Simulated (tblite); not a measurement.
HO, doublet, at a GFN2-xTB geometry; GFN1-xTB (tblite 0.6.0).

Input for tblite:
```
$ tblite run mol.xyz --method gfn1 --charge 0 --spin 1 --etemp 2000 --json tblite.json --no-restart

# file mol.xyz
2

O     -0.00000000    -0.00000000    -0.10703614
H      0.00000000     0.00000000     0.85628915
```

It wrote (shortened):

```
xTB calculator
 | screened Coulomb repulsion
 | Coulomb electrostatics
 |  * isotropic Klopman-Ohno-Mataga-Nishimoto electrostatics
 |  * onsite third-order electrostatics
 | DFT-D3(BJ) dispersion correction

halogen bonding energy    0.0000000000000E+00 Eh
repulsion energy          1.8046374546380E-02 Eh
dispersion energy        -5.7805993575491E-05 Eh
number of electrons       7.0000000000000E+00 e
integral cutoff           1.9731147476801E+01 bohr

------------------------------------------------------------
  cycle        total energy    energy error   density error
------------------------------------------------------------
      1     -5.061377976653  -5.0793665E+00   4.3542864E-01
      2     -5.073314770328  -1.1936794E-02   2.0920398E-01
      3     -5.076040254693  -2.7254844E-03   2.9449060E-02
      4     -5.076072521148  -3.2266454E-05   7.4357108E-03
      5     -5.076079979687  -7.4585391E-06   1.2601236E-04
      6     -5.076079981985  -2.2987585E-09   4.4530933E-06
------------------------------------------------------------

electronic energy        -5.0940685505381E+00 Eh
total energy             -5.0760799819853E+00 Eh

Post processing:
 | Mayer-Wiberg bond orders

[Info] JSON dump of results written to 'tblite.json'
```
